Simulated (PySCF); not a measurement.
Sb(OH)3 (H₃O₃Sb), SMILES [OH][Sb]([OH])[OH]. The structure is a stationary point at PBE0-D3(BJ)/def2-SVP. The def2 effective core potentials stand for the cores of Sb; spin–orbit coupling is left out. Other conformers were not sampled.

All values below come from PySCF with PBE0-D3(BJ)/def2-SVP.

Harmonic wavenumbers (cm⁻¹): 89, 134, 202, 228, 328, 368, 610, 626, 643, 821, 836, 900, 3826, 3854, 3888. Rotational constants (GHz): 4.666, 4.092, 3.428; symmetry number 1.

Task: Work out the zero-point energy and the ideal-gas rigid-rotor harmonic-oscillator thermochemistry at 298.15 K and 1 atm.

Result: ZPE = ½ Σ hcν = ½ × 17354 cm⁻¹ = 103.80 kJ/mol. H − E(el) = 123.86 kJ/mol. Entropy in J/(mol K): translation 173.00, rotation 108.78, vibration 61.39, total 343.17. G − E(el) = 21.55 kJ/mol. Cp = 97.32 J/(mol K). Modes under 150 cm⁻¹ make the vibrational entropy uncertain.
